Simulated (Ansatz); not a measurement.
```yaml
crystal:
  periodic: [false, false, false]
  atoms:
    - {symbol: C, position_ang: [-0.993306, 1.673525, 0.123777]}
    - {symbol: C, position_ang: [0.103717, 0.659160, 0.381673]}
    - {symbol: C, position_ang: [-0.072244, -0.665560, -0.329000]}
    - {symbol: C, position_ang: [0.962256, -1.694121, 0.057142]}
    - {symbol: Br, position_ang: [-0.001777, -0.403286, -2.282049]}
    - {symbol: H, position_ang: [-0.826885, 2.581076, 0.707375]}
    - {symbol: H, position_ang: [-1.031708, 1.951506, -0.930883]}
    - {symbol: H, position_ang: [-1.972609, 1.273456, 0.400723]}
    - {symbol: H, position_ang: [0.145138, 0.428525, 1.454218]}
    - {symbol: H, position_ang: [1.081540, 1.074929, 0.118219]}
    - {symbol: H, position_ang: [-1.080785, -1.050775, -0.169294]}
    - {symbol: H, position_ang: [0.891286, -1.892739, 1.131457]}
    - {symbol: H, position_ang: [1.969757, -1.332173, -0.157672]}
    - {symbol: H, position_ang: [0.812919, -2.632623, -0.476786]}
basis:
  gaussian: {orbitals: def2-TZVPP, point_charges: [{charge: 2.00, position_ang: [6.478, 0.436, -0.290]}]}
magnetization: {spin_polarized: true, initial_magnetization: 0}
hamiltonian: {xc: {name: B3LYP}, dispersion: d3bj}
scf: {lower_state_search: full}
output: {forces: true}
```

```sh
$ ansatz run in.yaml --threads 2 --pin off --events-out ev --progress --plain --max-ram 22528MiB --backend cuda --devices 0, --max-vram 18GiB
```

Shortened log:

```
Functional definition: B3LYP
1664 factors; their error is unknown
mean field evaluation 1: about -74330.1884 eV, gradient 5.5e1 eV
mean field evaluation 2: about -74314.5981 eV, gradient 7.6e1 eV
mean field evaluation 4: about -74344.0923 eV, gradient 5.7e0 eV
mean field evaluation 8: about -74344.2380 eV, gradient 6.4e-2 eV
mean field evaluation 16: about -74344.5513 eV, gradient 2.4e-4 eV
mean field -74344.55134557 eV, -2732.1118694027 hartree, gradient 5.4e-5 eV, S^2 0.000000; 0 other end points of the search recorded, 0 dependent functions left out
reference -74344.55162876 eV, -2732.1118798098 hartree; 34, 34 occupied and 264, 264 virtual orbitals, 1664 factors
Total energy: -74345.11156521 eV, -2732.1324570950 hartree
Atom 0 at    -0.993306     1.673525     0.123777 Å, force    -0.148596     0.227883    -0.053473 eV/Å
Atom 1 at     0.103717     0.659160     0.381673 Å, force    -0.008443    -0.064561     0.269863 eV/Å
Atom 2 at    -0.072244    -0.665560    -0.329000 Å, force    -0.153835    -0.026822     0.086791 eV/Å
Atom 3 at     0.962256    -1.694121     0.057142 Å, force    -0.119719    -0.304417     0.187918 eV/Å
Atom 4 at    -0.001777    -0.403286    -2.282049 Å, force     0.121319     0.042526    -0.352638 eV/Å
Atom 5 at    -0.826885     2.581076     0.707375 Å, force    -0.041087    -0.057570    -0.032604 eV/Å
Atom 6 at    -1.031708     1.951506    -0.930883 Å, force    -0.018965    -0.011742     0.087618 eV/Å
Atom 7 at    -1.972609     1.273456     0.400723 Å, force     0.105908     0.032235    -0.016536 eV/Å
Atom 8 at     0.145138     0.428525     1.454218 Å, force    -0.021691     0.031355    -0.040225 eV/Å
Atom 9 at     1.081540     1.074929     0.118219 Å, force     0.058570     0.036854    -0.048177 eV/Å
Atom 10 at    -1.080785    -1.050775    -0.169294 Å, force     0.142409     0.012556     0.026384 eV/Å
Atom 11 at     0.891286    -1.892739     1.131457 Å, force     0.014530    -0.022465    -0.061041 eV/Å
Atom 12 at     1.969757    -1.332173    -0.157672 Å, force     0.100055     0.061931    -0.059378 eV/Å
Atom 13 at     0.812919    -2.632623    -0.476786 Å, force     0.055126     0.057158     0.048804 eV/Å
Dipole moment:    -0.413045    -0.052665     0.433233 e Å
```

It took 3.7 s on 2 threads of an AMD EPYC 7R13 on a shared host and a share of an NVIDIA H100 80 GB, with 0.97 GiB of host memory at the peak.
